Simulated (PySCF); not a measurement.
# Correlation energy of S⁺ (sulfur, charge +1)

[Ne] 3s2 3p3, high-spin 4S determinant. Calculation: PySCF 2.14, in Sapporo-DZP-2012 (5s4p2d, 27 functions); the spin-free X2C one-electron Hamiltonian (Gaussian nucleus). Frozen: [Ne]; 5 electrons correlated.

MP2 pair energies summed by pair of shells (mhartree):

```tsv
pair	energy	share (%)
3s-3p	-45.78	64.9
3p-3p	-17.52	24.8
3s-3s	-7.24	10.3
```

Total MP2 correlation energy: -70.54 mhartree.

Same-spin part -19.41 and opposite-spin part -51.13 mhartree; SCS-MP2 scales them by 1/3 and 6/5 to -67.83 mhartree.

```
  level  correlation energy (mhartree)
   CCSD                         -91.14
    (T)                          -1.08
CCSD(T)                         -92.22
```

Diagnostics: T1 = 0.0016, D1 = 0.0049, largest double amplitude 0.069.

Cost of the coupled-cluster step: 0.28 s of wall time on 1 thread of Neoverse-N1 (shared host), for 5 correlated electrons.
